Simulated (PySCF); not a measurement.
## C7H11: g tensor and hyperfine couplings

C₇H₁₁ (doublet state).
Geometry (GFN2-xTB, Å), atoms numbered from 1 in this order:
```xyz
18
C7H11 angstrom
C     -0.674    0.585    1.412
C     -0.809    0.005    0.054
C     -1.315   -1.442    0.099
C     -1.709    0.863   -0.845
C      0.561    0.023   -0.472
C      1.705    0.068   -0.834
C      3.072    0.107   -1.308
H     -0.648    1.651    1.539
H     -0.358   -0.034    2.230
H     -1.339   -1.866   -0.902
H     -2.319   -1.470    0.517
H     -0.661   -2.053    0.717
H     -1.732    0.457   -1.854
H     -1.336    1.884   -0.892
H     -2.722    0.879   -0.448
H      3.442   -0.907   -1.466
H      3.127    0.653   -2.250
H      3.707    0.603   -0.574
```

The hyperfine couplings belong to this conformer and change with its torsions.

Identity: `[CH2]C(C)(C)C#CC` [radical].

The calculation used UKS B3LYP, pcH-1 on C H, non-relativistic, mean-field spin-orbit, GIAO in PySCF. The structure is a single GFN2-xTB conformer in the gas phase; no vibrational or solvent corrections. A GFN2-xTB geometry isn't a minimum of the functional, and hyperfine couplings can be far from their values at a DFT geometry. The SCF solution wasn't tested for stability.

| Property | Result |
| --- | --- |
| g1, g2, g3 | 2.00218, 2.00268, 2.00270 |
| g_iso | 2.00252 |
| Form of g | close to axial: the two nearest values differ by 5 % of g3 − g1 |
| ⟨S²⟩ | 0.7543 (exact 0.7500) |
| α and β electrons | 27, 26 |
| HOMO–LUMO gap, α and β orbitals | 6.73, 5.31 eV |
| Total energy | -273.27522 Eh |

Isotropic coupling and dipolar principal values T1 to T3, in MHz; ρ(0) is the spin density at the nucleus:

```
atom  isotope  a_iso     T1     T2     T3  Mulliken spin population  ρ(0) (bohr⁻³)
  C1      13C   96.4  -81.0  -80.3  161.3                      1.06         0.0857
  C2      13C  -23.5   -2.3    0.5    1.8                     -0.06        -0.0209
  C3      13C   14.6   -1.8   -1.7    3.4                      0.01         0.0130
  C4      13C   14.5   -1.7   -1.7    3.4                      0.01         0.0129
  C5      13C   86.5   -7.5   -2.7   10.2                     -0.01         0.0769
  C6      13C   10.6   -8.0   -6.9   14.9                      0.08         0.0095
  C7      13C   -2.8   -0.4   -0.1    0.5                     -0.01        -0.0025
  H8       1H  -58.9  -38.7   -0.6   39.4                     -0.04        -0.0132
  H9       1H  -58.9  -38.7   -0.7   39.4                     -0.04        -0.0132
 H10       1H    2.1   -1.8   -1.6    3.5                      0.00         0.0005
 H11       1H   -1.3   -4.0   -2.6    6.6                      0.00        -0.0003
 H12       1H   -1.3   -3.1   -2.8    5.8                      0.00        -0.0003
 H13       1H    2.0   -1.8   -1.6    3.5                      0.00         0.0005
 H14       1H   -1.3   -3.1   -2.8    5.8                      0.00        -0.0003
 H15       1H   -1.3   -4.0   -2.6    6.6                      0.00        -0.0003
 H16       1H    2.4   -0.9   -0.8    1.8                      0.00         0.0005
 H17       1H    4.1   -0.9   -0.8    1.8                      0.00         0.0009
 H18       1H   14.0   -1.1   -0.7    1.9                      0.01         0.0031
```

Largest spin populations (Mulliken): C1 (+1.06), C6 (+0.08) and C2 (-0.06). No atom but C1 exceeds +0.15. The angles at C1 add up to 358.2°, so it is nearly planar; its axial dipolar tensor and the negative couplings of its protons fit spin in a p orbital normal to that plane.

Under fast tumbling the dipolar parts average out, and these isotropic splittings remain: 2 × 1H (H8/H9, I = 1/2, 3 lines) with 2.10 mT and 3 × 1H (H16/H17/H18, I = 1/2, 4 lines) with 0.24 mT.

Class means assume fast exchange of nuclei equivalent by connectivity; if that motion is slow, each nucleus keeps its own coupling. The three 1H nuclei of mean +6.8 MHz run from 2.4 to 14.0 MHz in the frozen geometry.

The 13C coupling of C1 (96.4 MHz) shows only in satellite lines or after enrichment, since that isotope makes up about 1.07 % of natural carbon.

Examples of negative spin density at the nucleus (bohr⁻³): C2 (-0.0209), H8/H9 (-0.0132) and C7 (-0.0025).
